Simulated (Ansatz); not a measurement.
Cl9GeHSi3 (`Cl[Si](Cl)(Cl)[GeH]([Si](Cl)(Cl)Cl)[Si](Cl)(Cl)Cl`). The species carries charge 0 and has multiplicity 1. All single points use the PBE0-D4/def2-TZVP geometry. It is one conformer, not always the lowest.

```xyz
14

Cl   -0.310   -3.099   -1.944
Si   -0.307   -2.222   -0.106
Cl   -2.222   -2.093    0.565
Cl    0.763   -3.392    1.172
Ge    0.660   -0.056   -0.237
Si   -0.595    1.295   -1.734
Cl    0.232    3.151   -1.864
Cl   -0.610    0.456   -3.590
Cl   -2.512    1.473   -1.077
Si    0.691    0.945    1.917
Cl    1.538    2.794    1.818
Cl    1.776   -0.199    3.206
Cl   -1.204    1.125    2.631
H     2.101   -0.178   -0.757
```

(1) What is the dipole moment at B3LYP/def2-TZVPP? (An estimate is asked.)

(2) And with PBE, r2SCAN, ωB97M-V? (Estimate.)

(3) Give the Mulliken charges with B3LYP, PBE, r2SCAN in def2-TZVPP. (Best estimate.)

## Answers

(1) Computed: 0.76 D, with components (0.71, -0.06, -0.25) D in this frame, pointing from negative to positive charge.

(2) Ansatz gave: PBE 0.69 D, r2SCAN 0.72 D, ωB97M-V 0.76 D.

(3) The calculation gave: 
```csv
atom,B3LYP,PBE,r2SCAN
Cl1,-0.18,-0.15,-0.19
Si2,0.55,0.46,0.57
Cl3,-0.18,-0.15,-0.18
Cl4,-0.18,-0.15,-0.19
Ge5,-0.09,-0.07,-0.10
Si6,0.55,0.46,0.57
Cl7,-0.18,-0.15,-0.19
Cl8,-0.18,-0.15,-0.19
Cl9,-0.18,-0.15,-0.18
Si10,0.55,0.46,0.57
Cl11,-0.18,-0.15,-0.19
Cl12,-0.18,-0.15,-0.19
Cl13,-0.18,-0.15,-0.18
H14,0.05,0.04,0.05
```

B3LYP here is the variant with VWN-RPA as its local correlation; programs differ in this.
